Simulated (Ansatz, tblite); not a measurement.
Removing and adding an electron: `FC(F)(F)c1ccc(-c2ccc(-c3ccc(-c4ccc(C(F)(F)F)o4)o3)o2)o1`. Charge 0, multiplicity 1. Geometry: r2SCAN-D4/def2-SVP. Ansatz, gas phase; energy differences of separate SCF runs; the oxidised species was run as a doublet alone; the reduced species was run as a doublet alone.

```xyz
36

F     3.911    0.820    5.308
C     4.452   -0.363    4.969
F     5.323   -0.120    3.975
F     5.140   -0.824    6.024
C     3.420   -1.357    4.576
C     3.078   -2.585    5.079
C     2.004   -3.050    4.272
C     1.772   -2.064    3.330
C     0.832   -1.951    2.254
C    -0.165   -2.790    1.789
C    -0.764   -2.129    0.688
C    -0.095   -0.925    0.550
C    -0.229    0.166   -0.359
C     0.443    1.368   -0.493
C    -0.152    2.035   -1.594
C    -1.149    1.200   -2.062
C    -2.090    1.306   -3.133
C    -3.085    0.469   -3.599
C    -3.682    1.142   -4.703
C    -3.010    2.329   -4.827
C    -3.149    3.466   -5.774
F    -2.023    3.680   -6.476
F    -3.435    4.618   -5.142
F    -4.139    3.210   -6.641
O    -2.043    2.441   -3.882
O    -1.197    0.062   -1.313
O     0.873   -0.818    1.500
O     2.637   -1.032    3.518
H     3.544   -3.085    5.926
H     1.466   -3.992    4.367
H    -0.427   -3.764    2.197
H    -1.584   -2.478    0.064
H     1.262    1.710    0.135
H     0.106    3.008   -2.005
H    -3.344   -0.504   -3.189
H    -4.502    0.800   -5.331
```

The xTB rows come from tblite. Single mean-field runs in def2-TZVP are fitted with def2-universal-jkfit.

| level | −HOMO (eV) | vertical IE (eV) | −LUMO (eV) | vertical EA (eV) | HOMO–LUMO gap (eV) | IE − EA (eV) | remarks |
| --- | --- | --- | --- | --- | --- | --- | --- |
| GFN1-xTB | 11.06 | 12.96 | 8.85 | 6.97 | 2.21 | 5.99 | – |
| GFN2-xTB | 10.48 | 12.45 | 8.22 | 6.32 | 2.26 | 6.14 | – |
| PBE-D4/def2-TZVP | 4.88 | 6.69 | 2.77 | 1.08 | 2.11 | 5.61 | HOMO above zero (-1 doublet) |
| PBE0-D4/def2-TZVP | 5.65 | 6.87 | 2.13 | 1.00 | 3.52 | 5.88 | HOMO above zero (-1 doublet) |

   A HOMO above zero means that the electron is unbound at that level or that self-interaction error raises the level; the energy of removing that electron tells which. Raw xTB energy differences between charge states are shifted by several eV; the methods need an empirical correction for them. Sets without diffuse functions give affinities that are too small.
